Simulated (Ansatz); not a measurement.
Born–Oppenheimer molecular dynamics of CH5F2NOSi (11 atoms, charge 0, multiplicity 1). It starts from a relaxed structure.

Level of theory: UKS CAM-B3LYP-D4/STO-3G (Ansatz 0.2.0).

```yaml
ensemble: NVT, Langevin thermostat
time_step: 0.5 fs
steps_asked: 150
set_temperature: 500 K
friction: 0.001 /fs
masses: H 10 u
seed: 867601
```

First frame:

```xyz
11
Properties=species:S:1:pos:R:3
N -1.496 -0.783 1.153
C -0.340 -0.758 0.179
F 0.889 -0.769 0.866
F -0.360 -1.899 -0.633
O -0.386 0.441 -0.598
Si 1.171 1.185 -0.642
H -2.178 -0.075 0.776
H -1.965 -1.717 1.021
H 0.970 2.254 -1.583
H 2.199 0.309 -1.143
H 1.561 1.755 0.622
```

(1) How far do the bonds stretch over the last three quarters of this one trajectory? (Pairs bonded in most of those frames.)

Answers

(1) 
```json
{"bond": "N1–C2", "mean (Å)": "1.514", "spread (Å)": "0.021", "shortest": "1.48", "longest": "1.55"}
{"bond": "N1–H7", "mean (Å)": "1.055", "spread (Å)": "0.015", "shortest": "1.03", "longest": "1.09"}
{"bond": "N1–H8", "mean (Å)": "1.055", "spread (Å)": "0.015", "shortest": "1.03", "longest": "1.09"}
{"bond": "C2–F3", "mean (Å)": "1.409", "spread (Å)": "0.027", "shortest": "1.36", "longest": "1.45"}
{"bond": "C2–F4", "mean (Å)": "1.402", "spread (Å)": "0.015", "shortest": "1.36", "longest": "1.43"}
{"bond": "C2–O5", "mean (Å)": "1.431", "spread (Å)": "0.016", "shortest": "1.40", "longest": "1.46"}
{"bond": "O5–Si6", "mean (Å)": "1.723", "spread (Å)": "0.028", "shortest": "1.66", "longest": "1.77"}
{"bond": "Si6–H9", "mean (Å)": "1.439", "spread (Å)": "0.036", "shortest": "1.38", "longest": "1.49"}
{"bond": "Si6–H10", "mean (Å)": "1.442", "spread (Å)": "0.034", "shortest": "1.38", "longest": "1.49"}
{"bond": "Si6–H11", "mean (Å)": "1.444", "spread (Å)": "0.042", "shortest": "1.38", "longest": "1.51"}
```

Mean temperature of the second half: 263 K. The mean temperature of the second half is 47 % below the set value. A run of 0.075 ps of so small a system gives no equilibrium averages. Limits of this set-up: minimal basis.

Time of the run: 11 min on 1 CPU thread of a shared host.
